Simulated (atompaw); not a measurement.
PBE PAW (atompaw) dataset for Rb, non-relativistic all-electron reference.

Input for atompaw 4.2.0.5:

```
Rb 37
GGA-PBE loggrid 1500 logderivrange -2 5 176
5 5 3 0 0 0
5 0 1
5 1 0
0 0 0
c
c
c
c
v
c
c
c
v
c
2
3.00 2.90 2.10 1.60
y
0.25
n
y
4.5
n
y
0.25
y
1.85
n
custom polynom2 7 10 vanderbiltortho besselshape
3 0 troulliermartins
3.00
3.00
3.00
3.00
3.00
3.00
PWSCFOUT
UPFDX 0.0125d0 UPFXMIN -7.d0 UPFZMESH 37.d0
END
```

Command:

```bash
atompaw < Rb.input > Rb.log
```

Output (summary file):

```
Completed calculations for Rb (AE)

 Exchange-correlation type: GGA, Perdew-Burke-Ernzerhof

 Radial integration grid is logarithmic
 r0 =   2.3004967E-04 h =   8.5118378E-03   n =      1500 rmax =   8.0000000E+01

 Non-relativistic calculation

 AEatom converged in  36 iterations
   nz     =  37.00
   delta  =       5.769218072170E-17

 All Electron Orbital energies:
  n  l      occupancy      energy
  1  0      2.0000000E+00 -1.0835868E+03
  2  0      2.0000000E+00 -1.4276853E+02
  3  0      2.0000000E+00 -2.1097554E+01
  4  0      2.0000000E+00 -2.2654939E+00
  5  0      1.0000000E+00 -1.6169167E-01
  2  1      6.0000000E+00 -1.2962694E+02
  3  1      6.0000000E+00 -1.6355840E+01
  4  1      6.0000000E+00 -1.1792245E+00
  5  1      0.0000000E+00 -5.7230828E-02
  3  2      1.0000000E+01 -7.8127947E+00

 Total energy
   Total                    :    -5879.44062070881046

 ---
 Completed calculations for Rb (SC)

 Exchange-correlation type: GGA, Perdew-Burke-Ernzerhof

 Radial integration grid is logarithmic
 r0 =   2.3004967E-04 h =   8.5118378E-03   n =      1500 rmax =   8.0000000E+01

 Non-relativistic calculation

 SCatom converged in   1 iterations
   nz     =  37.00
   delta  =       5.021693996242E-18

 Valence Electron Orbital energies:
  n  l      occupancy      energy
   5  0      1.0000000E+00 -1.6169167E-01
   5  1      0.0000000E+00 -5.7230828E-02

 Total energy
   Total                    :    -5879.44062070869313
   Valence                  :     -198.42884716729134

 PAW parameters:
       lmax =            2
         rc =    3.0189097798749014
        irc =         1115
   rc_shape =    2.9178463006649458
    rc_vloc =    2.1114308192662961
    rc_core =    1.6079384774176793
   Vloc: Norm-conserving Troullier-Martins with l= 3;e=   0.0000E+00
   Projector type: improved polynomial pseudization + Vanderbilt ortho.
   Bessel compensation charge shape zeroed at   2.9178E+00

 Number of basis functions     6
 No.   n  nodes  l      Energy         Cp coeff         Occ
  1    5    4    0   -0.1616917E+00  0.7039224E+03  0.1000000E+01
  2  999    5    0    0.2500000E+00  0.5578322E+02  0.0000000E+00
  3    5    3    1   -0.5723083E-01  0.1151933E+03  0.0000000E+00
  4  999    4    1    0.4500000E+01  0.4109219E-01  0.0000000E+00
  5  999    1    2    0.2500000E+00  0.7521585E+00  0.0000000E+00
  6  999    2    2    0.1850000E+01 -0.9110365E+00  0.0000000E+00

 Eigenvalues of overlap operator (in the basis of projectors):
    1        1.65157352E-01
    2        8.67704258E-01
    3        9.06163662E-01
    4        8.59533580E+02
    5        5.24804978E+03
    6        1.76009843E+04

 Orbital leakage outside PAW augmentation regions
   orb  is_core?  %out_of_sphere
   1 0    T           0.00
   2 0    T           0.00
   3 0    T           0.00
   4 0    T           1.18
   5 0    F          90.94
   2 1    T           0.00
   3 1    T           0.00
   4 1    T           4.81
   5 1    F          97.72
   3 2    T           0.00

 Summary of PAW energies
   Total valence energy     :   -198.42884716362573
   Smooth energy            :     -8.47743474143697
   One center               :   -189.95141242218875
   Smooth kinetic           :      0.09560389931981
   Vloc energy              :     -0.01221443806433
   Smooth exch-corr         :    -10.05649588824434
   One-center xc            :   -188.32998612160441
```

Note: ghost states, extra bound levels that the all-electron valence spectrum of the same l lacks: s at -42.3 eV, p at -3.5 eV. A true bound ghost makes a file unfit for plane-wave use.

The run took about 0.61 s on one core of a shared server CPU.
